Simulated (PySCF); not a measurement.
Species: C4H3FN2.
Atom-mapped SMILES: `[F:1][c:2]1[cH:3][n:4][cH:5][cH:6][n:7]1` (hydrogens: H8 on C3; H9 on C5; H10 on C6)

The closed-shell ground state was solved at several levels (PySCF, density fitting, gas phase, non-relativistic). Isolated species at its PBE0-D3(BJ)/def2-SVP geometry, gas phase.

| level | basis functions | total energy (Eh) | HOMO (eV) | LUMO (eV) | gap (eV) | dipole (D) |
| --- | --- | --- | --- | --- | --- | --- |
| B3LYP/pcSseg-2 | 294 | -363.7053 | -7.64 | -2.05 | 5.59 | 1.43 |
| PBE0/pcSseg-2 | 294 | -363.2999 | -7.86 | -1.83 | 6.03 | 1.41 |
| PBE0/cc-pVDZ | 113 | -363.1885 | -7.59 | -1.51 | 6.08 | 1.24 |
| B97-2/pcSseg-2 | 294 | -363.5715 | -7.58 | -1.88 | 5.70 | 1.39 |
| B3LYP/pcJ-1 | 219 | -363.5638 | -7.59 | -1.98 | 5.61 | 1.43 |
| PBE0/6-31G* | 104 | -363.1570 | -7.56 | -1.45 | 6.11 | 1.22 |
| mPW1PW91/pcSseg-2 | 294 | -363.6091 | -7.89 | -1.85 | 6.04 | 1.41 |
| PBE0/def2-TZVP | 235 | -363.3023 | -7.82 | -1.77 | 6.05 | 1.36 |
| PBE0/IGLO-III | 275 | -363.3065 | -7.87 | -1.83 | 6.04 | 1.38 |
| PBE0/aug-cc-pVDZ | 188 | -363.2119 | -7.84 | -1.82 | 6.02 | 1.39 |
| wB97X-D/def2-SVPD | 167 | -363.1863 | -9.82 | -0.09 | 9.73 | 1.47 |
| BP86/pcSseg-2 | 294 | -363.7084 | -6.42 | -2.84 | 3.58 | 1.27 |

Question: Estimate the row for PBE0/pcSseg-0, a basis of 69 functions; the other rows only guide the guess.

Answer: Total energy -362.3021 Eh, HOMO -7.69 eV, LUMO -1.93 eV, gap 5.76 eV, dipole 1.67 D.

Question: Over all these levels, which gives the widest orbital gap and which the narrowest?

Answer: wB97X-D/def2-SVPD (range-separated hybrid) has the widest, 9.73 eV, and BP86/pcSseg-2 (GGA) the narrowest, 3.58 eV. Functional and basis both differ between the two, so the spread mixes both effects.

Question: How much does the basis alone move the frontier levels among the 7 PBE0 rows (the withheld one included)?

Answer: The HOMO by 0.31 eV and the LUMO by 0.48 eV. By rising basis size (HOMO, LUMO in eV): pcSseg-0 -7.69, -1.93; 6-31G* -7.56, -1.45; cc-pVDZ -7.59, -1.51; aug-cc-pVDZ -7.84, -1.82; def2-TZVP -7.82, -1.77; IGLO-III -7.87, -1.83; pcSseg-2 -7.86, -1.83.

Question: In the pcSseg-2 basis, how does the gap go with the fixed share of exact exchange?

Answer: BP86 (0 %) 3.58 eV; B3LYP (20 %) 5.59 eV; B97-2 (21 %) 5.70 eV; PBE0 (25 %) 6.03 eV; mPW1PW91 (25 %) 6.04 eV. Each rise in the share widens the gap here.

Question: How far do the dipole and the HOMO energy spread over the levels?

Answer: The dipole runs from 1.22 to 1.67 D (mean 1.39 D) and the HOMO from -9.82 to -6.42 eV.

wB97X-D is run here without its empirical dispersion term; that term would change no orbital, density or response property at a fixed geometry.
